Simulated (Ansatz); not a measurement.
`C[CH2][InH][Cl]` + `CCNC` → `CC[N](C)[InH][Cl]` + `CC`  (ligand exchange at the In–C bond)

Gas-phase electronic energies from Ansatz, PBE0-D4/def2-TZVP geometries. CCSD(T)/CBS is the MP2 limit (def2-TZVPP, def2-QZVPP) plus CCSD(T) − MP2 in def2-TZVPP, frozen cores. This one scheme is used for every species. Functionals use def2-TZVPP. B3LYP here is the variant with VWN-RPA as its local correlation; programs differ in this. Elements past krypton have def2 core potentials. For In outer-core shells are correlated without core-valence functions, which leaves a few kJ/mol of doubt a bond. Each species was taken in one conformer, which may not be the lowest.

```
             level  ΔE (kJ/mol)  difference from CCSD(T)/CBS
            PBE-D4        -32.9                          7.1
         r2SCAN-D4        -34.7                          5.3
           PBE0-D4        -30.3                          9.7
          B3LYP-D4        -36.0                          4.0
           ωB97X-V        -34.1                          5.9
           ωB97M-V        -31.8                          8.2
            B2PLYP        -35.7                          4.3
               PBE        -28.8                         11.2
            r2SCAN        -33.4                          6.6
              PBE0        -26.5                         13.5
             B3LYP        -29.4                         10.6
     HF/def2-TZVPP        -26.9                         13.1
    MP2/def2-TZVPP        -40.0                          0.0
SCS-MP2/def2-TZVPP        -38.7                          1.3
   CCSD/def2-TZVPP        -34.9                          5.1
CCSD(T)/def2-TZVPP        -38.2                          1.8
     HF/def2-QZVPP        -27.3                         12.7
    MP2/def2-QZVPP        -41.2                         -1.2
SCS-MP2/def2-QZVPP        -39.7                          0.3
      HF/CBS(def2)        -27.4                         12.6
     MP2/CBS(def2)        -41.8                         -1.8
    CCSD/CBS(def2)        -36.7                          3.3
       CCSD(T)/CBS        -40.0                            0
```

Largest T1 diagnostic among the species: 0.015.

The D4 term adds −6.6 kJ/mol with B3LYP and −3.8 kJ/mol with PBE0; it sums over pairs of atoms, weighted by their polarisabilities, and B3LYP, whose exchange is more repulsive, gets the larger term. In def2-TZVPP, CCSD(T) changes the Hartree–Fock value by −11.3 kJ/mol (the triples alone add −3.3 kJ/mol) and MP2 by −13.1 kJ/mol.

CCSD(T)/CBS has its own doubt, a few kJ/mol and more with outer-core shells, so smaller differences from it don't rank the levels.
